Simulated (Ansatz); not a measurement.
The same path of CH$_{9}$BGeSi (13 atoms, charge 0, multiplicity 1) was run twice with different band settings. The coordinate that changes most is the dihedral C1–B2–Ge3–H10.

These are results of RKS r2SCAN-D4/def2-SVP (Ansatz 0.2.0), not measurements.

Relaxed end points:

```xyz
13
Properties=species:S:1:pos:R:3
C -1.198 1.696 -0.897
B -1.009 0.802 0.362
Ge 0.821 0.069 0.934
Si 1.009 -2.113 -0.030
H -1.264 2.720 -0.466
H -0.366 1.716 -1.617
H -2.156 1.546 -1.420
H -1.972 0.513 1.039
H 1.009 -0.101 2.453
H 2.014 0.885 0.395
H 0.863 -2.032 -1.517
H -0.066 -3.009 0.496
H 2.337 -2.725 0.283
```

```xyz
13
Properties=species:S:1:pos:R:3
C -1.947 0.934 0.575
B -0.637 1.216 -0.216
Ge 1.186 0.439 0.321
Si 1.314 -1.749 -0.639
H -2.491 0.181 -0.034
H -1.838 0.522 1.589
H -2.622 1.806 0.593
H -0.705 1.825 -1.263
H 1.361 0.253 1.842
H 2.404 1.223 -0.203
H 1.199 -1.672 -2.128
H 0.191 -2.596 -0.128
H 2.606 -2.417 -0.295
```

Common settings: movable images 9; climbing image yes; spring 5.0 eV/Å²; optimiser quadratic models (default); start path IDPP; end points relaxed.

| run | force threshold | iteration limit |
| --- | --- | --- |
| 1 | 0.05 eV/Å | 35 |
| 2 | 0.2 eV/Å | 42 |

Question: What does each run give, and how far can it be trusted?

Answer: Run 1: converged after 9 iterations, highest image 0.078 eV above the first end. A vibrational analysis at the climbing image gives one clearly imaginary mode, 65i cm⁻¹: a first-order saddle point.
Run 2: converged after 3 iterations, highest image 0.090 eV above the first end. The threshold of 0.2 eV/Å is loose, so the images may lie well off the minimum-energy path. The order of the stationary point at the top wasn't checked.
